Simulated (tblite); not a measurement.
Question: Give a GFN2-xTB geometry of `COC[C@@H]1CCCO[SiH2]1`.

Answer: 
```
atom  x, y, z in Å
C1     3.638    0.101    0.025
O2     2.327    0.423    0.405
C3     1.417   -0.641    0.250
C4     0.036   -0.103    0.581
C5    -1.067   -1.113    0.266
C6    -2.448   -0.527    0.558
C7    -2.820    0.589   -0.415
O8    -1.931    1.673   -0.367
Si9   -0.308    1.513   -0.371
H10    4.042   -0.716    0.637
H11    4.237    0.996    0.175
H12    3.685   -0.198   -1.030
H13    1.697   -1.483    0.906
H14    1.444   -1.006   -0.790
H15    0.014    0.101    1.656
H16   -1.014   -1.400   -0.789
H17   -0.925   -2.022    0.860
H18   -2.459   -0.122    1.572
H19   -3.209   -1.307    0.491
H20   -3.812    0.984   -0.171
H21   -2.850    0.191   -1.438
H22    0.188    1.358   -1.745
H23    0.116    2.733    0.290
```

Orientation and origin are arbitrary. Atoms count from 1 in this order. The 6-membered ring C4–C5–C6–C7–O8–Si9 has internal angles of 105.1° to 123.7° (sum 674°, against 720° for a flat polygon); it is puckered, 0.22 Å rms from its mean plane, widest ring torsion 69°. Of the pairs four or more bonds apart, H12···H14 is among the closest relative to their van der Waals radii: 2.39 Å, 100 % of the sum of Bondi's values. Si9 (oxygen-bound silicon) is distorted tetrahedral (angles from 102.0° to 115.6°).

Bonds between heavy atoms (Å): C1–O2 1.402, O2–C3 1.409, C3–C4 1.519, C4–C5 1.529, C5–C6 1.528, C6–C7 1.527, C7–O8 1.403, O8–Si9 1.631, C4–Si9 1.907.

The geometry is computed with GFN2-xTB (gas phase).

Point group: C1 (no symmetry element, even within 0.4 Å). Its GFN2-xTB frequencies are all real (lowest 42 cm⁻¹). The numbers are those of one conformer (C1–O2–C3–C4 -175°, O2–C3–C4–C5 172°, C3–C4–C5–C6 -178°, C4–C5–C6–C7 69°, C5–C6–C7–O8 -61°, C6–C7–O8–Si9 46°). 3 starts were optimised and ended at 0.00, 0.65 and 2.10 kcal/mol (GFN2-xTB); the lowest of these is shown.

Hardware: an Arm Neoverse N1 with one thread, shared host with 64 logical CPUs at a one-minute load of 58. Cost: 2.2 s. That covers the optimisation of the geometry.
